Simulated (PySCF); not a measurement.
Electric field gradients and quadrupole coupling constants

Species: C9H7FOSi.
SMILES with atom numbers: `[CH:1]#[C:2][c:3]1[cH:4][cH:5][cH:6][c:7]([C:8](=[O:9])[F:10])[c:11]1[SiH3:12]` (hydrogens: H13 on C1; H14 on C4; H15 on C5; H16 on C6; H17, H18, H19 on Si12)

Structure used (GFN2-xTB), in Å, numbered top down from 1:
```
atom  x, y, z in Å
C1     3.127    1.590   -0.587
C2     2.152    0.901   -0.456
C3     1.084   -0.024   -0.356
C4     1.340   -1.332   -0.780
C5     0.357   -2.303   -0.718
C6    -0.893   -1.977   -0.230
C7    -1.146   -0.670    0.192
C8    -2.449   -0.299    0.707
O9    -2.807    0.768    1.101
F10   -3.346   -1.325    0.728
C11   -0.173    0.338    0.143
Si12  -0.588    2.098    0.735
H13    3.949    2.235   -0.680
H14    2.322   -1.574   -1.159
H15    0.568   -3.309   -1.048
H16   -1.672   -2.722   -0.173
H17    0.647    2.867    0.540
H18   -1.610    2.673   -0.131
H19   -0.872    2.075    2.165
```

Field gradients from the PBE0/pcSseg-1 density (PySCF, non-relativistic), principal values in atomic units, ordered |Vxx| ≤ |Vyy| ≤ |Vzz|:

```json
{"atom": "O9", "Vxx": "0.5257", "Vyy": "0.9354", "Vzz": "-1.4611"}
```

Task: Find the asymmetry η = (Vxx − Vyy)/Vzz and the couplings χ = eQV/h (234.96 MHz × Q in barn × V in au), with Q(17O) = −0.0256 b.

Result: 
```tsv
atom	environment	nucleus	η	χzz (MHz)	χxx (MHz)	χyy (MHz)
O9	carbonyl oxygen	17O	0.28	8.79	-3.16	-5.63
```

The tensor is traceless: Vxx + Vyy + Vzz = 0.

Task: What is Vzz at O9 in SI units (1 au = 9.71736 × 10²¹ V/m²)?

Result: -1.4611 au = -14.198 × 10²¹ V/m².

Task: And the gradient at the other heavy atoms, for which no coupling is worked out here?

Result: 
```csv
atom,environment,Vzz (au),η
C1,terminal alkyne carbon,-0.293,0.12
C2,alkyne carbon,-0.283,0.01
C3,substituted aromatic carbon,0.247,0.70
C4,aromatic CH carbon,0.380,0.15
C5,aromatic CH carbon,0.341,0.10
C6,aromatic CH carbon,0.384,0.15
C7,substituted aromatic carbon,0.208,0.90
C8,acyl halide carbon,-0.521,0.28
F10,acyl fluorine,2.578,0.32
C11,substituted aromatic carbon,0.402,0.33
Si12,SiH3 silicon,0.332,0.54
```

Were the hydrogens deuterons (Q(2H) = 0.00286 b), χzz would run from 105 kHz (H17) to 266 kHz (H13).

One conformer (not necessarily the lowest) at the GFN2-xTB geometry, without solvent, vibrations or thermal averaging. GFN2-xTB bond lengths can be off by several hundredths of an ångström, more for odd bonds, and the gradients follow them. With so small a basis the couplings can be 20 % off.
